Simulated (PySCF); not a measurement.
C4H9FSi, SMILES C[C@H]1C[C@@]1(F)[SiH3]. Atoms are numbered in the order given.

```xyz
15

C     -1.5976    -0.0370     1.5712
C     -1.1882    -0.5851     0.2234
C     -1.1674     0.2710    -1.0199
C      0.1230    -0.2462    -0.4355
F      0.6932    -1.2991    -1.1428
Si     1.4784     0.8556     0.2808
H     -1.1319    -0.6046     2.3932
H     -2.6908    -0.0940     1.6983
H     -1.3090     1.0191     1.6846
H     -1.4687    -1.6292     0.0442
H     -1.3907     1.3389    -0.9278
H     -1.4767    -0.1856    -1.9638
H      2.2711     0.1054     1.2954
H      0.8649     2.0553     0.9188
H      2.3772     1.2923    -0.8234
```
Charge 0, spin multiplicity 1.

Coordinates come from a B3LYP-D3(BJ)/def2-SVP optimisation. The structure was generated by enumeration; whether it is a known compound was not checked.

Two levels are set side by side: PBE/pcSseg-1 (PySCF) and KT2/pcSseg-1 (PySCF). GIAO shifts against CFCl3 (¹⁹F), TMS (²⁹Si), TMS (¹H), TMS (¹³C) at the same level; non-relativistic, no solvent, atoms listed together averaged. Differences are taken from unrounded values.

```csv
quantity,KT2
δ(¹³C) of C1 (ppm),19.8
δ(¹³C) of C2 (ppm),23.4
δ(¹³C) of C3 (ppm),22.5
δ(¹³C) of C4 (ppm),77.2
δ(¹⁹F) of F5 (ppm),-237.3
δ(²⁹Si) of Si6 (ppm),-72.7
δ(¹H) of H10 (ppm),1.46
```

What does PBE give, and how far is it from KT2? (Estimate from the structure and the level; the computed values follow.)


| quantity | PBE | PBE minus KT2 |
|---|---|---|
| δ(¹³C) of C1 (ppm) | 19.6 | -0.3 |
| δ(¹³C) of C2 (ppm) | 24.7 | 1.3 |
| δ(¹³C) of C3 (ppm) | 23.5 | 1.1 |
| δ(¹³C) of C4 (ppm) | 80.3 | 3.0 |
| δ(¹⁹F) of F5 (ppm) | -232.5 | 4.9 |
| δ(²⁹Si) of Si6 (ppm) | -72.9 | -0.2 |
| δ(¹H) of H10 (ppm) | 1.49 | 0.03 |

Rough cost on one machine, each run with all the roots and properties that it gave: KT2 against PBE within a factor of 2.
